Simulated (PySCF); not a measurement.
A side-by-side comparison of computed properties.

First species: Al(AsH3)F3.
SMILES: `[F][Al]([F])([F])<-[AsH3]`

Second species: C₅H₃NO.
SMILES: `N#Cc1ccoc1`

Levels: B3LYP/def2-SVPD for dipole moment, HOMO energy, LUMO energy, HOMO–LUMO gap, static isotropic polarisability and electronic spatial extent ⟨r²⟩ about the centre of nuclear charge; TDDFT B3LYP/def2-SVPD for lowest singlet excitation; TDA B3LYP/def2-SVPD for lowest triplet excitation (Tamm–Dancoff); PBE0-D3(BJ)/def2-SVP for rotational constant A and rotational constant C. Geometries: PBE0-D3(BJ)/def2-SVP. All species are isolated and taken at one optimised geometry, non-relativistic unless stated. Electronic properties by PySCF.

Q: Which of the two has the higher LUMO energy, and by how much?

A: The first: -1.13 eV against -1.36 eV, a difference of 0.23 eV.

Q: Which of the two has the higher HOMO energy, and by how much?

A: The second: -7.37 eV against -9.55 eV, a difference of 2.18 eV.

Q: Which of the two has the higher T1 energy, and by how much?

A: The first: 6.74 eV against 3.81 eV, a difference of 2.93 eV.

Q: Which of the two has the higher ⟨r²⟩, and by how much?

A: The first: 924 bohr² against 688 bohr², a difference of 236 bohr².

Q: Which of the two has the higher rotational constant C, and by how much?

A: The second: 1.609 GHz against 1.286 GHz, a difference of 0.323 GHz.

Q: Which of the two has the higher rotational constant A, and by how much?

A: The second: 9.372 GHz against 3.173 GHz, a difference of 6.199 GHz.

Q: Which of the two has the higher dipole moment, and by how much?

A: The first: 5.45 D against 4.06 D, a difference of 1.39 D.

Q: Which has the higher S1 energy?

A: The first: 7.57 eV against 5.72 eV, a difference of 1.85 eV.

On the first: The principal polarisabilities are 49.4, 49.5 and 61.8 au; their mean is the isotropic value. The 15 singlets span 7.57 to 9.20 eV, and their oscillator strengths add up to 0.51. Relativistic effects, spin–orbit coupling among them, are left out although an element past zinc is present.

On the second: No computed singlet falls in the visible range (750 to 380 nm, 1.65 to 3.26 eV); S1 lies 2.46 eV above its blue end.
